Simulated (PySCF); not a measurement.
CH₄BrClOSi, SMILES C[Si](Cl)(Br)O.

Geometry: PBE-D3(BJ)/def2-SVP. The structure was generated by enumeration, and PubChem lists no compound with its InChIKey, so it may never have been made. The values are those of a single conformer.

Calculation: TDA-PBE0/def2-SVPD run with PySCF 2.14.0.

Vertical excitations. Isolated molecule, no solvent.

**Question.** Estimate the UV-visible absorptions. (The exact figures need the calculation; the answer reports its results.)

**Answer.** 
```csv
state,energy (eV),λ (nm),f,main pairs
S1,6.91,179,0.025,HOMO→LUMO 89 %
S2,7.02,177,0.037,HOMO−1→LUMO 85 %
S3,7.55,164,0.002,HOMO→LUMO+1 87 %
S4,7.68,161,0.044,"HOMO−1→LUMO+1 68 %, HOMO−2→LUMO 17 %"
S5,7.75,160,0.057,"HOMO−2→LUMO 62 %, HOMO−1→LUMO+1 15 %, HOMO−3→LUMO 10 %"
S6,7.95,156,0.063,HOMO−3→LUMO 76 %
S7,8.20,151,0.019,HOMO−2→LUMO+1 82 %
S8,8.24,150,0.025,"HOMO→LUMO+3 62 %, HOMO→LUMO+2 22 %"
S9,8.26,150,0.006,"HOMO→LUMO+2 56 %, HOMO→LUMO+3 14 %"
S10,8.38,148,0.041,"HOMO−1→LUMO+3 56 %, HOMO−4→LUMO 32 %"
T1,6.41,194,0,"HOMO→LUMO 79 %, HOMO→LUMO+1 15 %"
T2,6.53,190,0,"HOMO−1→LUMO 80 %, HOMO−1→LUMO+1 14 %"
T3,7.14,174,0,HOMO−2→LUMO 69 %
T4,7.34,169,0,"HOMO→LUMO+1 53 %, HOMO−1→LUMO+1 12 %, HOMO→LUMO 10 %"
```
Triplets are in the Tamm–Dancoff approximation.
